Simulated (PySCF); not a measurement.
**Splitting trees**

Molfile (atoms numbered from 1):
```
C9H9FO2
     RDKit          3D

 21 21  0  0  0  0  0  0  0  0999 V2000
    3.5092    0.0423   -0.4986 C   0  0  0  0  0  0  0  0  0  0  0  0
    2.7975    0.0921    0.8341 C   0  0  0  0  0  0  0  0  0  0  0  0
    1.4132    0.4050    0.6800 O   0  0  0  0  0  0  0  0  0  0  0  0
    0.5986   -0.6031    0.3796 C   0  0  0  0  0  0  0  0  0  0  0  0
    0.9666   -1.7456    0.2476 O   0  0  0  0  0  0  0  0  0  0  0  0
   -0.8250   -0.1902    0.2195 C   0  0  0  0  0  0  0  0  0  0  0  0
   -1.7358   -1.1986   -0.1280 C   0  0  0  0  0  0  0  0  0  0  0  0
   -3.0858   -0.9302   -0.3057 C   0  0  0  0  0  0  0  0  0  0  0  0
   -3.5551    0.3736   -0.1353 C   0  0  0  0  0  0  0  0  0  0  0  0
   -2.6750    1.3933    0.2102 C   0  0  0  0  0  0  0  0  0  0  0  0
   -1.3235    1.1097    0.3845 C   0  0  0  0  0  0  0  0  0  0  0  0
   -0.5284    2.1168    0.7144 F   0  0  0  0  0  0  0  0  0  0  0  0
    4.5891   -0.1012   -0.3427 H   0  0  0  0  0  0  0  0  0  0  0  0
    3.3627    0.9806   -1.0540 H   0  0  0  0  0  0  0  0  0  0  0  0
    3.1365   -0.7936   -1.1072 H   0  0  0  0  0  0  0  0  0  0  0  0
    2.8900   -0.8669    1.3656 H   0  0  0  0  0  0  0  0  0  0  0  0
    3.1937    0.8952    1.4706 H   0  0  0  0  0  0  0  0  0  0  0  0
   -1.3320   -2.2054   -0.2519 H   0  0  0  0  0  0  0  0  0  0  0  0
   -3.7733   -1.7336   -0.5766 H   0  0  0  0  0  0  0  0  0  0  0  0
   -4.6150    0.6008   -0.2716 H   0  0  0  0  0  0  0  0  0  0  0  0
   -3.0114    2.4219    0.3517 H   0  0  0  0  0  0  0  0  0  0  0  0
  1  2  1  0
  2  3  1  0
  3  4  1  0
  4  5  2  0
  4  6  1  0
  6  7  2  0
  7  8  1  0
  8  9  2  0
  9 10  1  0
 10 11  2  0
 11 12  1  0
 11  6  1  0
  1 13  1  0
  1 14  1  0
  1 15  1  0
  2 16  1  0
  2 17  1  0
  7 18  1  0
  8 19  1  0
  9 20  1  0
 10 21  1  0
M  END
```

- couplings computed with B3LYP/pcJ-1 (spin–dipole term only in couplings to heteroatoms)
- NMR shieldings at PBE0/pcSseg-1/GIAO
- structure optimised with PBE0-D3(BJ)/def2-SVP
- program: PySCF 2.14
- no solvent, non-relativistic, averaged over atoms made equivalent by symmetry, fast rotation or ring inversion, a single conformation

Referencing at the same level of theory: TMS for ¹H, ¹³C.

Spectrometer: 400 MHz for ¹H. First-order analysis; couplings under 1 Hz (under 4 Hz in carbon signals) are ignored, and nearly equal couplings are merged; the smaller ones broaden or split the lines further.

(1) What pattern does H19 show (¹H)?

(2) What pattern does C6 show in the proton-coupled ¹³C spectrum?

(3) What pattern does H21 show (¹H)?

(4) What pattern does H16/H17 show (¹H)?

Answers

(1) A doublet of doublets at δ 7.31: 8.9 Hz to H18 (1 × ¹H, 3 bonds away), 8.1 Hz to H20 (1 × ¹H, 3 bonds away). Lines in Hz from the centre (relative intensity): +8.5 (1), +0.4 (1), -0.4 (1), -8.5 (1). The outer lines are 17.0 Hz apart, the sum of the couplings kept, or 0.043 ppm at this field.

(2) A doublet of doublets of doublets at δ 121.5: 8.3 Hz to H19 (1 × ¹H, 3 bonds away), 7.0 Hz to F12 (1 × ¹⁹F, 2 bonds away), 4.6 Hz to H21 (1 × ¹H, 3 bonds away). Lines in Hz from the centre (relative intensity): +9.9 (1), +5.3 (1), +3.0 (1), +1.6 (1), -1.6 (1), -3.0 (1), -5.3 (1), -9.9 (1). The outer lines are 19.9 Hz apart, the sum of the couplings kept, or 0.198 ppm at this field.

(3) A doublet of doublets at δ 7.18: 11.1 Hz to F12 (1 × ¹⁹F, 3 bonds away), 9.2 Hz to H20 (1 × ¹H, 3 bonds away). Lines in Hz from the centre (relative intensity): +10.2 (1), +0.9 (1), -0.9 (1), -10.2 (1). The outer lines are 20.3 Hz apart, the sum of the couplings kept, or 0.051 ppm at this field.

(4) A quartet at δ 4.39: 7.8 Hz to H13/H14/H15 (3 × ¹H, 3 bonds away). Lines in Hz from the centre (relative intensity): +11.7 (1), +3.9 (3), -3.9 (3), -11.7 (1). The outer lines are 23.4 Hz apart, the sum of the couplings kept, or 0.058 ppm at this field.

Unscaled 3J(H,H) at this level run about 10 % above measured values.
